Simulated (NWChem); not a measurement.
System: arsine (AsH$_{3}$); SMILES [AsH3]

```xyz
4

As     0.0057    -0.0041     0.0518
H     -1.2909     0.4125    -0.6264
H      0.8255     0.9358    -0.8195
H      0.2031    -1.1602    -0.9173
```
Atoms are numbered in this order, from 1.

STO-3G and 3-21G are far too small for this property and stand as cheap habits. Coordinates come from a PBE0-D3(BJ)/def2-TZVP optimisation.

Q: List the 4 lowest vertical singlet excitations from Hartree-Fock/3-21G, CIS (NWChem).

A: 
```json
[
 {"state": "S1", "energy (eV)": "8.19", "oscillator strength": "0.225", "leading excitation (squared amplitude)": "HOMO → LUMO (0.94)"},
 {"state": "S2", "energy (eV)": "8.19", "oscillator strength": "0.225", "leading excitation (squared amplitude)": "HOMO → LUMO+1 (0.94)"},
 {"state": "S3", "energy (eV)": "10.53", "oscillator strength": "0.132", "leading excitation (squared amplitude)": "HOMO → LUMO+2 (0.95)"},
 {"state": "S4", "energy (eV)": "10.70", "oscillator strength": "0.000", "leading excitation (squared amplitude)": "HOMO−1 → LUMO+1 (0.50)"}
]
```
